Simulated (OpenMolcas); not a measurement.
# What dynamic correlation does to the levels of neutral carbon

```json
{
  "Program": "OpenMolcas",
  "Basis": "ANO-L-VTZP [4s3p2d1f]",
  "Scalar Hamiltonian": "non-relativistic, point nucleus",
  "Active space": "4 electrons in 4 orbitals (2s 2p)",
  "State averaging": "2S+1 = 3 even, 3 roots; 2S+1 = 1 even, 6 roots; 2S+1 = 5 odd, 1 root; 2S+1 = 3 odd, 8 roots",
  "Spin-orbit coupling": "state interaction with AMFI integrals over the reference wave functions, term energies averaged over their components"
}
```

Methods on the same reference wave functions:
A. CASSCF
B. SS-CASPT2, IPEA 0.25 Eh, imaginary shift 0.1 Eh (closed shells correlated: 1s)

Energies in cm⁻¹ above 2s² 2p² ³P₀, the measured ground level; measured values from NIST Handbook of Basic Atomic Spectroscopic Data.

```tsv
Level	A	B	Measured
2s² 2p² ³P₀	0.0	0.0	0.0
2s² 2p² ³P₁	15.0	15.0	16.4
2s² 2p² ³P₂	44.9	44.9	43.4
2s² 2p² ¹D₂	12769	10140	10193
2s² 2p² ¹S₀	21159	20550	21648
2s 2p³ ⁵S°₂	23440	30150	33735
2s 2p³ ³D°₂	68484	61410	64091
2s 2p³ ³D°₁	68484	61410	64090
2s 2p³ ³D°₃	68484	61410	64087
2s 2p³ ³P°₀	81002	75510	75256
2s 2p³ ³P°₁	81002	75510	75254
2s 2p³ ³P°₂	81002	75510	75255
```

Deviations, from unrounded energies. A percentage is the sum of absolute deviations over the sum of measured energies, with the sign that they share, or ± where signs differ.

```
                        Against measurement  Levels     A     B
             mean absolute deviation (cm-1)      11  4000  1200
      fine structure of the ground term (%)       2  ±4.8  ±4.8
other terms of the ground configuration (%)       2  ±9.6  -3.6
                   other configurations (%)       7  ±9.0  ±2.7
```

B lies closest to measurement on these levels. The largest miss of B in the table is 2s 2p³ ⁵S°₂, by -3600 cm-1. The ranking rests on the paired levels alone, and a cruder setting can come out closer through cancelling errors.

From A to B the spin-free energies of the other terms of 2s² 2p² shown, above ³P, scale by factors of 0.79 to 0.97.

The lowest spin-free term lies below A's lowest term by 0.063 hartree in B.

CASPT2 does not keep the components of a term degenerate, so their means are used; among the terms shown or strongly mixed into the levels shown the widest spread is 310 cm-1 (2s 2p³ ³D°, B). Over all roots computed the reference weight is 0.92 to 0.99 in B; the roots of lowest weight are the least certain, and an intruder state may touch them. Without dynamic correlation excited terms often stand tens of per cent too high (terms of higher spin than the ground term too low), and those without a measured partner can miss by more than the paired ones (holds for A). Computed and measured levels are paired by configuration, term and J; levels that our copy of the source lacks, or whose pairing is in doubt (as where it misses far off the trend of its configuration), stay unpaired and out of the deviations. Levels of configurations outside the active space are missing.

° marks odd parity.
